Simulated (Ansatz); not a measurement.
Relaxation of Cl2H3NZn (7 atoms, charge 0, multiplicity 1), to a largest force component of 0.03 eV/Å in at most 50 steps.

These are results of RKS PBE-D4/def2-SVP (Ansatz), not measurements.

```xyz
7
Properties=species:S:1:pos:R:3:forces:R:3
Zn 0.432 0.058 -0.091 -0.50 -0.17 1.11
Cl 0.636 -0.156 2.099 0.02 0.11 -0.87
Cl 0.701 0.126 -2.181 0.00 0.03 -0.02
N -2.490 0.010 0.969 0.83 -0.14 0.20
H -3.234 -0.695 0.874 0.06 0.07 0.01
H -2.948 0.902 1.198 -0.03 -0.04 -0.01
H -1.921 -0.245 1.807 -0.38 0.13 -0.42
```

Task: Where does it end, and by what steps?

Result: The forces met the threshold. After 8 steps the energy has fallen by 0.764 eV; Cl3 moved furthest, 0.82 Å. Joined: Zn1–N4 (3.11 → 2.13 Å).

```csv
step,energy less start (eV),largest force component (eV/Å),accepted
0,0.0000,1.109,yes
1,-0.2341,0.669,yes
2,-0.4527,0.765,yes
3,-0.6384,0.427,yes
4,-0.7005,1.122,yes
5,-0.7435,0.310,yes
6,-0.7613,0.077,yes
7,-0.7627,0.123,yes
8,-0.7644,0.016,yes
```

```xyz
7
Properties=species:S:1:pos:R:3
Zn -0.095 -0.002 0.311
Cl 0.931 -0.195 2.200
Cl -0.043 0.162 -1.831
N -2.138 0.008 0.907
H -2.709 -0.689 0.409
H -2.598 0.918 0.764
H -2.173 -0.204 1.915
```

Whether the end is a true minimum wasn't checked by a vibrational analysis.

Time of the run: 14 s on 2 threads of AMD EPYC 7R43 64-Core Processor (Zen 3) (shared host), peak memory 0.16 GiB.
